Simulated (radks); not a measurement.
Method: Dirac Kohn-Sham, BLYP, spin-unpolarised, spherical densities, finite nucleus; open shells fill j = l - 1/2 first; Fermi nuclear charge, rms radius of each element as measured or else 0.836 A^(1/3) + 0.57 fm; computed with a radial shooting solver on a logarithmic mesh with Libxc functionals. Each species is in its NIST ground configuration. Rank Os, Re, Ir, Lu, W, Ta, Au, Hf, Hg, Pt by mean radius of the outermost orbital (bohr), largest first.

Answer. Lu 3.65, Hf 3.47, Ta 3.33, W 3.21, Re 3.10, Os 3.00, Pt 2.95, Ir 2.92, Au 2.88, Hg 2.71.
